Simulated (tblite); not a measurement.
Compound: C4H6FO2Si (doublet state).
Numbering: `[CH2:1]=[C:2]([F:3])[C:4](=[O:5])[CH2:6][SiH:7][OH:8]` (hydrogens: H9, H10 on C1; H11, H12 on C6; H13 on Si7; H14 on O8)
Bond orders are those of one Lewis drawing.

Computed with GFN2-xTB (tblite), gas phase: L-BFGS steps from a force-field or distance-geometry start until the largest atomic force falls under 0.01 eV/Å.

Step 99: E = -712.0478 eV
```
atom  x, y, z in Å  |  force x, y, z in eV/Å
C1     -2.2957    0.9377    0.6132   -0.017  -0.017  -0.025
C2     -1.1028    0.4626    0.2580   -0.050   0.088   0.087
F3     -0.1621    1.2904   -0.2923   -0.064   0.056   0.042
C4     -0.6653   -0.9260    0.4520    0.034   0.084  -0.010
O5     -1.3251   -1.6937    1.1365   -0.034  -0.125   0.065
C6      0.6397   -1.2902   -0.1698   -0.006  -0.016  -0.067
Si7     2.0073   -0.3050    0.7348    0.005   0.005  -0.023
O8      2.7780    0.7547   -0.2093   -0.035   0.233   0.122
H9     -3.0150    0.2363    1.0019    0.083   0.119   0.058
H10    -2.5724    1.9754    0.5269    0.045  -0.122  -0.109
H11     0.7746   -2.3675   -0.0976   -0.021   0.011  -0.045
H12     0.6452   -0.9863   -1.2163    0.092  -0.023  -0.001
H13     1.6900    0.2092    2.0597    0.004  -0.010  -0.057
H14     2.6030    1.7020   -0.2601   -0.038  -0.282  -0.038
```

Step 100: E = -712.0547 eV
```
atom  x, y, z in Å  |  force x, y, z in eV/Å
C1     -2.2860    0.9416    0.6180   -0.040  -0.067  -0.053
C2     -1.0980    0.4685    0.2437   -0.084   0.101   0.114
F3     -0.1633    1.2869   -0.3288   -0.085   0.069   0.043
C4     -0.6622   -0.9197    0.4474    0.076   0.121  -0.024
O5     -1.3206   -1.6793    1.1400   -0.070  -0.172   0.100
C6      0.6402   -1.2878   -0.1725    0.036  -0.005  -0.070
Si7     2.0119   -0.3183    0.7485   -0.028  -0.054  -0.057
O8      2.7793    0.7514   -0.1842   -0.017   0.236   0.074
H9     -2.9892    0.2314    1.0261    0.112   0.178   0.034
H10    -2.5815    1.9730    0.5195    0.064  -0.123  -0.087
H11     0.7681   -2.3659   -0.1079   -0.015   0.000  -0.059
H12     0.6562   -0.9698   -1.2155    0.086  -0.052   0.017
H13     1.6924    0.2028    2.0665   -0.022  -0.008   0.016
H14     2.5522    1.6847   -0.2629   -0.012  -0.223  -0.047
```

Step 101: E = -712.0649 eV
```
atom  x, y, z in Å  |  force x, y, z in eV/Å
C1     -2.2721    0.9467    0.6242   -0.085   0.012  -0.109
C2     -1.0905    0.4749    0.2323   -0.075   0.033   0.140
F3     -0.1652    1.2864   -0.3615   -0.083   0.069   0.027
C4     -0.6558   -0.9146    0.4434    0.101   0.101   0.000
O5     -1.3081   -1.6671    1.1503   -0.040  -0.115   0.047
C6      0.6423   -1.2879   -0.1802    0.077   0.004  -0.041
Si7     2.0166   -0.3372    0.7648   -0.063   0.019  -0.058
O8      2.7697    0.7562   -0.1545   -0.002   0.097   0.081
H9     -2.9610    0.2347    1.0530    0.092   0.193   0.031
H10    -2.5799    1.9742    0.5041    0.080  -0.180  -0.036
H11     0.7622   -2.3675   -0.1231   -0.015   0.014  -0.080
H12     0.6764   -0.9534   -1.2188    0.047  -0.089   0.059
H13     1.6820    0.1887    2.0806   -0.013  -0.050  -0.015
H14     2.4828    1.6654   -0.2770   -0.020  -0.110  -0.044
```

Step 102: E = -712.0744 eV
```
atom  x, y, z in Å  |  force x, y, z in eV/Å
C1     -2.2554    0.9584    0.6333   -0.013  -0.084  -0.195
C2     -1.0834    0.4766    0.2233   -0.105   0.006   0.166
F3     -0.1712    1.2809   -0.4006   -0.089   0.044   0.026
C4     -0.6434   -0.9127    0.4407    0.084   0.061   0.052
O5     -1.2789   -1.6626    1.1679   -0.005   0.003  -0.043
C6      0.6487   -1.2872   -0.1931    0.111   0.032   0.006
Si7     2.0175   -0.3590    0.7875   -0.094   0.094  -0.039
O8      2.7526    0.7625   -0.1125   -0.129   0.406  -0.009
H9     -2.9393    0.2586    1.0859    0.075   0.166   0.047
H10    -2.5652    1.9784    0.4803    0.058  -0.091   0.006
H11     0.7633   -2.3668   -0.1498   -0.022  -0.017  -0.091
H12     0.7049   -0.9326   -1.2246   -0.007  -0.107   0.082
H13     1.6636    0.1650    2.1028    0.000  -0.097  -0.050
H14     2.3857    1.6399   -0.3034    0.136  -0.416   0.043
```

**Question.** Estimate the geometry and energy of step 103. (The exact step hangs on the optimiser's Hessian estimate; all steps are aligned on step 102, rigid shifts and turns removed.)

**Answer.** E = -712.0648 eV, largest force 0.996 eV/Å
```
atom  x, y, z in Å  |  force x, y, z in eV/Å
C1     -2.2627    0.9609    0.6430   -0.040  -0.108  -0.212
C2     -1.0943    0.4681    0.2450    0.048  -0.099   0.087
F3     -0.2047    1.2846   -0.3966    0.008  -0.016  -0.013
C4     -0.6302   -0.9177    0.4515    0.052  -0.037   0.082
O5     -1.2312   -1.6869    1.1921    0.041   0.212  -0.171
C6      0.6545   -1.2754   -0.2124    0.093   0.033   0.106
Si7     2.0114   -0.3734    0.8081   -0.164   0.115   0.073
O8      2.7416    0.7474   -0.0904    0.538  -0.773   0.217
H9     -2.9588    0.2978    1.1187   -0.013   0.032   0.096
H10    -2.5539    1.9720    0.4305   -0.009   0.055   0.067
H11     0.7721   -2.3546   -0.1984   -0.044  -0.038  -0.084
H12     0.7334   -0.8922   -1.2318   -0.109  -0.088   0.096
H13     1.6315    0.1843    2.1061    0.015  -0.154  -0.080
H14     2.3909    1.5845   -0.3278   -0.416   0.866  -0.264
```

The energy changes by +0.0096 eV. The first-order estimate −F·Δx gives -0.0275 eV and the mean of the old and new forces, exact on a quadratic surface, +0.0093 eV. The step makes an angle of 77° with the force vector and moves no atom by more than 0.061 Å. The energy falls at the start of this step and ends higher, so the step passed the lowest point of its straight line.

What follows is the cost of the whole relaxation. Hardware: one thread, Arm Neoverse V2 (aarch64), shared host. Cost: 0.91 s of wall time.
